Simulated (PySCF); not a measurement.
# Electronic absorption of [C5H8NO2]+

Species: C₅H₈NO₂ (charge +1).
Cartesian coordinates in Å at the GFN2-xTB level; atoms count from 1:
```
atom  x, y, z in Å
C1     2.339    0.097    0.658
O2     1.509   -0.990    0.253
C3     0.652   -0.737   -0.776
N4    -0.627   -0.182   -0.268
C5    -1.582    0.499   -0.976
C6    -2.579    0.767   -0.093
O7    -2.231    0.266    1.102
C8    -1.069   -0.296    0.972
H9     2.953    0.447   -0.175
H10    1.753    0.929    1.059
H11    2.985   -0.301    1.436
H12    1.043   -0.023   -1.516
H13    0.417   -1.690   -1.268
H14   -1.486    0.732   -2.017
H15   -3.520    1.275   -0.191
H16   -0.565   -0.785    1.789
```

Method used: TDDFT PBE0/def2-SVPD, vertical, gas phase, core orbitals frozen in the response (PySCF 2.14.0, density-fitted response routines).

**Question.** Predict the UV-vis stick spectrum at this level.

**Answer.** 

| state | E (eV) | λ (nm) | ν̃ (cm⁻¹) | f | main configurations (H = HOMO, L = LUMO) |
| --- | --- | --- | --- | --- | --- |
| S1 | 5.50 | 225.3 | 44380 | 0.0004 | H→L (99%) |
| S2 | 6.19 | 200.4 | 49910 | 0.125 | H-1→L (95%) |
| S3 | 6.61 | 187.5 | 53340 | 0.0074 | H-2→L (98%) |
| S4 | 7.04 | 176.0 | 56820 | 0.0002 | H→L+1 (99%) |
| S5 | 7.47 | 165.9 | 60290 | 0.029 | H-1→L+1 (58%), H-3→L (36%) |
| S6 | 8.05 | 154.0 | 64930 | 0.140 | H-2→L+1 (45%), H-3→L (37%), H-1→L+1 (13%) |

Triplets (Tamm–Dancoff): T1 4.23 eV, H-1→L (93%); T2 5.12 eV, H-1→L+1 (92%).

The lowest singlet comes at 225 nm (531 kJ/mol) in the ultraviolet; it is dark (f under 0.0005); its leading configuration is HOMO→LUMO (99%). The strongest level in the table is S6 at 8.05 eV (154 nm, f = 0.140). It is the last of those listed, so stronger ones may follow. Löwdin shares by element: HOMO oxygen 57% or more, carbon 16% or more, hydrogen 14% or more; LUMO carbon 43% or more, oxygen 21% or more, nitrogen 21%. Of the 6 states listed, 3 reach f = 0.01 and 2 stay under 0.0005. Orbital energies (eV): HOMO-3 -15.02, HOMO-2 -13.94, HOMO-1 -13.13, HOMO -12.91, LUMO -6.20, LUMO+1 -4.88, LUMO+2 -3.42. Weighted by f, the mean energy of these states is 7.19 eV. The window holds the lowest 6 singlets.

One conformer stands for the species.
